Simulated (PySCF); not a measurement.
Isomers of C4H8Si. Gas-phase values, no solvent. One relaxed conformer stands for each flexible species; it need not be the lowest. Strings in code marks are SMILES. Quantity: electronic energy of isomers of C4H8Si relative to `C#CC[SiH2]C` (C–C–Si–C torsion 58°). Level 1: PBE-D3(BJ)/def2-TZVP // B3LYP-D3(BJ)/def2-TZVP (PySCF). Level 2: B3LYP-D3(BJ)/def2-TZVP (PySCF). B3LYP has the VWN-RPA correlation part, as in Gaussian.

| case | level 1 (kcal/mol) | level 2 (kcal/mol) |
|---|---|---|
| `CC1=C[Si@@H]1C` | -5.0 | 0.1 |
| `CC[SiH]1C=C1` (C–C–Si–C torsion 25°) | 2.7 | 7.3 |
| `C=C=[Si](C)C` | 2.9 | 6.6 |
| `C=C=CC[SiH3]` (C–C–C–Si torsion 106°) | 5.7 | 7.0 |
| `C=CC(C)=[SiH2]` (C–C–C–Si torsion 180°) | 7.6 | withheld |
| `C=CC[SiH]=C` (C–C–C–Si torsion -104°, C–C–Si–C torsion -114°) | 7.7 | 10.4 |
| `CCC=C=[SiH2]` (C–C–C–C torsion 117°) | 19.4 | 23.0 |

Task: Fit level 2 = a + b·x to the 6 complete rows by least squares, with x = level 1 in kcal/mol. Give a, b and the rms residual, and predict the withheld value.

Result: Means of the 6 rows: x̄ = 5.5667, ȳ = 9.0667 kcal/mol. Σ(x − x̄)² = 322.91 and Σ(x − x̄)(y − ȳ) = 301.7, so b = 0.934 and a = ȳ − b·x̄ = 3.87 kcal/mol. The rms residual is 1.15 kcal/mol. At x = 7.6 the line gives 11.0 kcal/mol. The run for `C=CC(C)=[SiH2]` (C–C–C–Si torsion 180°) gave 11.3 kcal/mol, so the line is off by 0.3 kcal/mol, within twice the rms residual.

Codes: PySCF.
